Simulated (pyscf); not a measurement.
# O=Ru(=O)(=O)(OH)–O–SiH₃, singlet

Gas-phase minimum from PySCF at ωB97X-D3(BJ)/def2-SVP, one conformer. 

```
O
Si 1 1.6982
H 2 1.4848 1 112.33
H 2 1.4848 3 112.30 1 -127.71
H 2 1.4912 3 108.84 4 -120.57
Ru 1 1.8827 2 131.77 3 -63.74
O 6 1.6487 1 93.16 2 123.67
O 6 1.6488 7 112.04 1 -94.63
O 6 1.6822 7 101.43 1 157.93
O 6 1.9373 7 123.26 1 73.01
H 10 0.9714 6 108.77 7 96.91
```

Properties at ωB97X-D3(BJ)/def2-SVP:

| Item | Result |
|---|---|
| Harmonic wavenumbers, unscaled | 51, 93, 145, 274, 297, 340, 359, 415, 417, 460, 506, 564, 646, 716, 733, 896, 948, 962, 987, 990, 1037, 1045, 1070, 2262, 2288, 2294, 3803 cm⁻¹ |
| Zero-point energy | 35.2 kcal/mol |
| Rotational symmetry number | 1 |
| Entropy of this conformer at 298 K and 1 atm, rigid rotor and harmonic oscillator, modes under 100 cm⁻¹ raised to 100 | 381.8 J/(mol K) |
| Dipole moment | 1.84 D |

Single-point totals, which compare only within one level:

```csv
level,total energy (hartree)
ωB97X-D3(BJ)/def2-TZVP,-763.08273
PBE/def2-TZVP,-762.60657
r²SCAN/def2-TZVP,-762.93201
B3LYP-D3(BJ)/def2-TZVP,-763.10237
PBE0-D3(BJ)/def2-TZVP,-762.48886
M06-2X/def2-TZVP,-762.64884
ωB97M-D3(BJ)/def2-TZVP,-763.06246
```

Soft torsions are taken as harmonic, which can shift the entropy by several J/(mol K). A restricted solution here is unstable towards spin polarisation, so biradical character is likely and single-reference numbers are less safe. Elements past Kr carry the def2 core potentials, without spin-orbit coupling.
